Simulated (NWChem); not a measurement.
Molecule: BiHTeCl2; SMILES [Bi]([TeH])([Cl])[Cl]

```xyz
5

Bi    -0.0048     0.7573     0.4585
Cl    -2.0231     1.0657    -0.9335
Cl     1.7487     1.5978    -1.0789
Te     0.0692    -2.0376    -0.0896
H      1.4654    -2.1766     0.8120
```
Atoms are numbered in this order, from 1.

All runs: NWChem. Medium grid unless said otherwise, to which SCAN and Minnesota functionals are sensitive. Geometry: optimised at PBE0/def2-SVP. def2 effective core potentials on Te, Bi; no spin-orbit coupling. Hybrids' shares of exact exchange are those that their runs print; pure functionals count as 0. The functionals differ in more than this share.

```
row                    share of exact exchange  orbital gap (eV)
---------------------  -----------------------  ----------------
PBE/def2-SVP                              0.00              2.85
OLYP/def2-SVP                             0.00              2.85
B3LYP/def2-SVP                            0.20              4.11
B3PW91/def2-SVP                           0.20              4.18
MN15/def2-SVP                             0.44              5.35
Hartree-Fock/def2-SVP                     1.00          withheld
```

### Question
Fit a straight line of the last column on the one before it, predict the withheld value, and compare with the run.

### Answer

1. Means of the 5 shown rows: x = 0.168, y = 3.868. Slope Σ(x − x̄)(y − ȳ)/Σ(x − x̄)² = 0.7629/0.1325 = 5.758; intercept 2.901.
2. The shown rows scatter about the line by 0.080 (root mean square); the largest residual is +0.13, at B3PW91/def2-SVP.
3. At x = 1.00 (Hartree-Fock/def2-SVP; beyond the shown range) the line gives 8.66.
4. The run gives 9.60, +0.94 from the line, 11.8 times the scatter.
